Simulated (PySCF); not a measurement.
C2H8O2Si. Atoms are numbered in the order given.

```xyz
13

Si    -0.0773    -0.6768     0.4606
O      1.5034    -0.4975     0.0203
C      2.1354     0.7578    -0.0990
O     -1.0171     0.1812    -0.6058
C     -2.3119     0.6670    -0.3546
H     -0.3334    -0.1251     1.8290
H     -0.3527    -2.1342     0.4139
H      3.1735     0.5988    -0.4286
H      1.6240     1.3961    -0.8402
H      2.1581     1.2947     0.8679
H     -2.4028     1.1007     0.6594
H     -2.5458     1.4558    -1.0868
H     -3.0711    -0.1297    -0.4568
```

Coordinates come from a ωB97X-D3(BJ)/def2-SVP optimisation. The values are those of a single conformer.

All values below come from PBE/pcSseg-1 run with PySCF.

GIAO shieldings, no solvent; atoms listed in one row are averaged. δ = σ(ref) − σ: ²⁹Si against TMS (σ = 335.4 ppm); ¹⁷O against H2O (σ = 334.3 ppm); ¹³C against TMS (σ = 182.0 ppm); ¹H against TMS (σ = 31.49 ppm), references at their B3LYP-D3(BJ)/def2-TZVP geometries, non-relativistic.

### Question
Estimate the chemical shifts. (Estimate from the structure and the level; the computed values follow.)

### Answer

```tsv
nucleus	atoms	count	δ (ppm)
²⁹Si	Si1	1	-21.6
¹⁷O	O2	1	44.4
¹⁷O	O4	1	34.2
¹³C	C3	1	57.0
¹³C	C5	1	56.0
¹H	H6	1	5.31
¹H	H7	1	5.15
¹H	H8, H9, H10, H11, H12, H13	6	4.04
```
